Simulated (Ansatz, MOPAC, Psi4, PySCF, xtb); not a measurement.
Complex: CH3F (SMILES CF) (first 5 atoms) with CH6Si (SMILES C[SiH3]); geometry from B3LYP-D3(BJ)/def2-TZVP, rigid monomers moved along the line of their centres of mass till F2···Si7 is 4.50 Å.
(charge 0, multiplicity 1):
```xyz
13

C     -0.14707    -0.13374     0.50806
F      1.00171     0.15185     1.23919
H     -0.85899     0.68064     0.64403
H      0.12511    -0.22828    -0.54367
H     -0.57110    -1.06839     0.87567
C     -0.88620    -0.15785     7.32373
Si    -0.22588    -0.03630     5.56949
H     -0.80089     0.80045     7.83973
H     -0.32942    -0.89996     7.89919
H     -1.93825    -0.44946     7.32705
H     -1.00249     0.97041     4.80588
H     -0.36057    -1.34617     4.88711
H      1.20043     0.35939     5.58141
```

Monomers are frozen at their geometry in the pair; levels with a basis set take the counterpoise correction.

Cores are frozen in the correlated methods. Rows in 6-31G* carry no dispersion term and start afresh at each structure (6-31G* with six Cartesian d functions). The state that PM3 reach isn't checked.

The values were computed with Ansatz (Gaussian orbitals); MOPAC for PM3 (differences of heats of formation); Psi4 for SAPT; PySCF for 6-31G* rows, the dispersion terms; xtb for the GFN methods. Values without a source in brackets are computed.

```csv
level,interaction energy (kJ/mol)
GFN-FF,-1.3
PM3,1.1
HF/6-31G*,-0.3
PBE/def2-TZVPPD,-0.7
PBE-D4/def2-TZVPPD,-1.6
B3LYP/def2-TZVPPD,___
B3LYP-D4/def2-TZVPPD,-0.9
CCSD(T)/aug-cc-pV(D+d)Z,-1.4
SAPT0/jun-cc-pV(D+d)Z,-1.0
```

Task: What belongs in the gaps?

Result: 
- B3LYP/def2-TZVPPD, interaction energy (kJ/mol): 0.3

Ansatz is a first-principles code.
